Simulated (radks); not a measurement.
Values are calculated unless marked as measured or tabulated.
Task: All-electron atom: Sn V in [Kr] 4d10. Code: a radial shooting solver on a logarithmic mesh with Libxc functionals. Model: scalar-relativistic Kohn-Sham, PBEsol, spin-polarised, spherical densities, finite nucleus; Fermi nuclear charge, rms radius 4.6519 fm. Some entries of the table are withheld. Estimate them.

| orbital | occ. | eigenvalue (eV) | <r^2> (bohr^2) | <1/r> (bohr^-1) |
|---|---|---|---|---|
| 1s | 2 | -29040.38 | 0.001144 | 53.06 |
| 2s | 2 | -4420.571 | 0.01859 | 12.11 |
| 2p | 6 | -3973.629 | 0.01467 | 11.64 |
| 3s | 2 | -887.2170 | (1) | 4.299 |
| 3p | 6 | -741.1467 | 0.1325 | 4.094 |
| 3d | 10 | -516.0363 | 0.1175 | 3.864 |
| 4s | 2 | -176.1612 | 0.7567 | 1.697 |
| 4p | 6 | (2) | 0.8910 | 1.542 |
| 4d | 10 | (3) | 1.342 | 1.241 |

Result: 
(1) 3s <r^2> (bohr^2): 0.1318
(2) 4p eigenvalue (eV): -131.9326
(3) 4d eigenvalue (eV): -67.6589
